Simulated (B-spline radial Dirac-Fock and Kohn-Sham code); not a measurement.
**What relativity does to the binding energies of Hf³⁷⁺**

System: the Hf³⁷⁺ ion, configuration [Ar] 3d10 4s2 4p5.

Both columns are ΔSCF binding energies of the configuration average from a radial B-spline solver: non-relativistic Hartree-Fock with a point nucleus, and Dirac-Fock with a finite nucleus and the Coulomb interaction alone, averaged over the two j levels with weights 2j+1.

```
shell  Hartree-Fock (eV)  Dirac-Fock (eV)  shift (eV)  shift (%)
   1s            62291.6          67312.0    +5020.36      +8.06
   2s            11633.4          12964.2    +1330.84     +11.44
   3s             3858.2           4197.5     +339.33      +8.80
   3d             3287.5           3275.7      -11.76      -0.36
   4s             1797.0           1908.9     +111.95      +6.23
   4p             1705.0           1750.2      +45.23      +2.65
```

Relativity binds 1s, 2s, 3s, 4s, 4p more strongly, among those listed most of all 2s in relative terms, and 3d more weakly, because the contracted s and p shells screen the nucleus better.

Values without a named source are computed, but for edge energies of neutral atoms, which are taken from tables.
